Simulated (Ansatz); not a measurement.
Cost and result for the atomization energy of CH4OSiTe, SMILES `O[SiH]1C[Te]1` (8 atoms, 8 bonds).

Charge 0, multiplicity 1. Correlated methods include outer-core shells of Te, which these sets cover unevenly. Te: def2 effective core potential. Geometry: relaxed with PBE0-D4/def2-TZVP. It is one conformer, not always the lowest. Program: Ansatz. All runs use 4 threads of an Arm Neoverse V2 on a shared host. Times are those of one run each, without the atoms' runs, and a repeat can differ threefold. Electronic energies, without spin–orbit coupling; frozen cores. CCSD(T)/CBS adds CCSD(T) − MP2 in def2-TZVPP to the MP2 limit, and its time is that of the two runs behind it. T1 = 0.012. With those shells the extrapolation isn't a true limit. B3LYP takes the VWN-RPA correlation (the form of Gaussian; ORCA's B3LYP/G).

CCSD(T)/CBS is a level of theory with its own doubt, some kJ/mol a heavy atom from the limit and from the frozen cores, so smaller differences don't rank the functionals.

```tsv
level	functions	wall time
PBE-D4/def2-TZVPP (with forces)	210	1.6 s
PBE0-D4/def2-TZVPP	210	1.9 s
B3LYP-D4/def2-TZVPP (with forces)	210	2.7 s
r2SCAN-D4/def2-TZVPP (with forces)	210	3 s
B2PLYP/def2-TZVPP	210	3.4 s
ωB97X-V/def2-TZVPP	210	5.5 s
ωB97M-V/def2-TZVPP (with forces)	210	7.5 s
MP2/def2-QZVPP	386	10 s
CCSD(T)/def2-TZVPP	210	68 s
CCSD(T)/CBS(def2)	–	78 s
```

(1) What atomization energy does each give, and how far from CCSD(T)/CBS? (An estimate is asked.)

## Answers

(1) The calculation gave: 
```tsv
level	atomization (kcal/mol)	difference from CCSD(T)/CBS	per bond
PBE-D4/def2-TZVPP (with forces)	679.3	6.8	0.8
PBE0-D4/def2-TZVPP	665.1	-7.4	-0.9
B3LYP-D4/def2-TZVPP (with forces)	662.9	-9.6	-1.2
r2SCAN-D4/def2-TZVPP (with forces)	668.8	-3.7	-0.5
B2PLYP/def2-TZVPP	657.3	-15.2	-1.9
ωB97X-V/def2-TZVPP	667.8	-4.7	-0.6
ωB97M-V/def2-TZVPP (with forces)	665.3	-7.2	-0.9
MP2/def2-QZVPP	678.4	5.9	0.7
CCSD(T)/def2-TZVPP	648.2	-24.3	-3.0
CCSD(T)/CBS(def2)	672.5	0.0	0.0
```

From PBE to PBE0 (25 % exact exchange), in def2-TZVPP and without D4, the atomization energy moves by −13.5 kcal/mol: exact exchange takes away binding that semilocal exchange gives to molecules. The D4 term adds +8.0 kcal/mol with B3LYP and +4.1 kcal/mol with PBE0; it sums over pairs of atoms, weighted by their polarisabilities, and B3LYP, whose exchange is more repulsive, gets the larger term. In def2-TZVPP, CCSD(T) changes the Hartree–Fock value by +185.2 kcal/mol (the triples alone add +13.5 kcal/mol) and MP2 by +200.9 kcal/mol; breaking electron pairs costs correlation energy, which Hartree–Fock lacks.

Spin–orbit coupling would lower the free Te atoms strongly, and the atomization energy with them, by more than many differences here.
